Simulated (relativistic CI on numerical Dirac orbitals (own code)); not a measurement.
These numbers are calculated, not measured: Dirac-Coulomb-Breit CI, KLI orbitals optimised for each configuration, model QED, valence Slater integrals scaled by 0.9, P86 correlation estimate, and configurations built on the next ion tied to the tabulated ionisation energy (semi-empirical) (own radial code, finite nucleus).

Configuration list (outside the closed core 1s2): 2s²2p⁶, 2s²2p⁵3s, 2s²2p⁵3p, 2s²2p⁵3d, 2s²2p⁵4s, 2s2p⁶3s, 2s2p⁶3p, 2s²2p⁵4p, 2s2p⁶3d, 2s²2p⁵4d, 2s²2p⁵4f, 2s²2p⁴3s², 2s²2p⁴3s3p, 2s2p⁶4s, 2s²2p⁴3p², 2s2p⁶4p, 2s²2p⁴3s3d, 2s2p⁶4d, 2s2p⁶4f, 2s²2p⁴3p3d, 2s2p⁵3s², 2s²2p⁴3d², 2s2p⁵3s3p, 2s2p⁵3p². Levels of other configurations are missing.

Configurations that consist of the next ion and one excited electron were tied to the tabulated ionisation energy; Rydberg ones are usually within 1,000 to 3,000 cm⁻¹ and the lowest ones within about 6,000 (9,000 in d shells), while levels on excited terms of the next ion carry the error of that term, and the other configurations can be misplaced by 10,000 cm⁻¹ or more. Rates follow the energies as ν³ (E1, M1) or ν⁵ (E2), so rates, branching and lifetimes can be off by large factors.

Outline of the computed level scheme of K X. Lowest level of each configuration: 2s²2p⁶ ¹S0 at 0.000 eV; 2s²2p⁵3s ³P°2 at 297.967 eV; 2s²2p⁵3p ³S1 at 315.403 eV; 2s²2p⁵3d ³P°0 at 342.677 eV; 2s2p⁶3s ³S1 at 382.401 eV; 2s²2p⁵4s ³P°2 at 397.323 eV; 2s2p⁶3p ³P°1 at 402.715 eV; 2s²2p⁵4p ³S1 at 404.875 eV.

Some strong electric-dipole decays among the lowest 45 levels: 2s²2p⁵3d ¹P°1 → 2s²2p⁶ ¹S0 (4.1e+12 s⁻¹); 2s²2p⁵3d ³D°1 → 2s²2p⁶ ¹S0 (3.0e+11 s⁻¹); 2s²2p⁵3s ¹P°1 → 2s²2p⁶ ¹S0 (2.1e+11 s⁻¹); 2s²2p⁵3s ³P°1 → 2s²2p⁶ ¹S0 (1.2e+11 s⁻¹); 2s²2p⁵4s ¹P°1 → 2s²2p⁶ ¹S0 (8.3e+10 s⁻¹); 2s²2p⁵4s ³P°1 → 2s²2p⁶ ¹S0 (7.5e+10 s⁻¹); 2s²2p⁵4s ³P°2 → 2s²2p⁵3p ³D3 (4.2e+10 s⁻¹); 2s²2p⁵4s ¹P°1 → 2s²2p⁵3p ¹D2 (3.5e+10 s⁻¹).

LS names give the leading component of a level, which can be under half, so a name can repeat, a term be missing and a line seem to break the LS rules.
